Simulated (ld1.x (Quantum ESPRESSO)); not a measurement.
**What one change does to a pseudopotential (zinc (Zn), PAW)**

```json
{
  "Element": "zinc",
  "Generator": "ld1.x (Quantum ESPRESSO) 7.5",
  "Type": "PAW",
  "Functional": "PBE",
  "Relativity": "scalar-relativistic",
  "Frozen core": "[Ar]",
  "Valence charge": "12",
  "Reference configuration": "3d10 4s1.5 4p0 (charge +0.5)",
  "Partial waves": "4s (bound): rcut 1.65, rcutus 1.95 bohr; 4s channel at 0.2 Ry: rcut 1.65, rcutus 1.95 bohr; 4p (bound, empty): rcut 1.85, rcutus 2.35 bohr; 4p channel at 1.95 Ry: rcut 1.85, rcutus 2.35 bohr; 3d (bound): rcut 1.40, rcutus 1.55 bohr; 3d channel at 1.95 Ry: rcut 1.40, rcutus 1.55 bohr",
  "Local potential": "all-electron potential smoothed inside 1.15 bohr (lloc = -1)",
  "Core correction": "Bessel-smoothed model core inside 1.45 bohr",
  "Augmentation charge": "BESSEL, radius 1.15 bohr"
}
```

All-electron outer shells of the reference configuration (PBE, scalar-relativistic, ld1.x):

```csv
shell,level (eV),outermost node (bohr),outermost maximum (bohr)
3p,-88.02,0.25,0.59
3d,-14.74,–,0.57
4s,-9.84,0.85,2.04
4p,-4.24,0.92,2.75
```

Change: waves 3d (bound): rcut 1.12, rcutus 1.18 bohr; 3d channel at 1.95 Ry: rcut 1.12, rcutus 1.18 bohr.

Cutoffs: the cutoffs (Ry, on a coarse ladder) from which the occupation-weighted sum of valence levels, in a spherical-Bessel basis at the reference potential, stays within 10 and 1 mRy of its value at 400 Ry; they do not see the model core or the augmentation charge, which bear on the density cutoff. Errors are all-electron minus pseudo energies relative to the spin-unpolarised reference configuration.

Question: Predict the effect on cutoff, ghosts and configuration errors.

Answer: The potential gets harder (55 Ry and 80 Ry → 100 Ry and 180 Ry); both files keep a bound ghost (s); of the 7 tests that both files solve, the error grows in 0 and shrinks in 3 by more than 15 % and 0.3 meV (median size 14.2 → 0.8 meV). A smaller radius makes the pseudo-wave follow the all-electron one further in, where it bends more sharply, so more plane waves are needed. Less of the atom is replaced, so other configurations are described better.

```csv
quantity,base,changed
"cutoff, loose",55 Ry,100 Ry
"cutoff, tight",80 Ry,180 Ry
loose cutoff by channel (10 mRy a level),"s 6 Ry, d 40 Ry","s 6 Ry, d 70 Ry"
bound ghosts,s,s
"error for 3d10 4s2 4p0, meV [ΔE -3.94 eV]",-0.2,+0.3
"error for 3d10 4s1 4p0, meV [ΔE 5.95 eV]",-1.8,-0.7
"error for 3d10 4s0 4p0, meV [ΔE 24.39 eV]",-14,-0.8
"error for 3d8 4s0 4p0, meV [ΔE 126.74 eV]",-1100,-1025
"error for 3d9 4s0 4p0, meV [ΔE 64.92 eV]",-178,-176
"error for 3d10 4s1 4p1, meV [ΔE 1.15 eV]",-0.4,-0.4
"error for 3d9 4s2 4p0, meV [ΔE 13.96 eV]",-157,-130
s: phases at 2.54 bohr within 0.05 rad from the reference energy up to (Ry; the scan ends near 5),to the end of the scan,to the end of the scan
p: phases at 2.54 bohr within 0.05 rad from the reference energy up to (Ry; the scan ends near 5),4.5,4.5
d: phases at 2.54 bohr within 0.05 rad from the reference energy up to (Ry; the scan ends near 5),to the end of the scan,to the end of the scan
lowest overlap eigenvalue by channel,"s 0.30, p 0.49, d 0.86","s 0.30, p 0.49, d 0.61"
```

 A true bound ghost makes a file unfit for plane-wave use even where its test errors are small: the radial tests pick states by their node count and pass the ghost by.
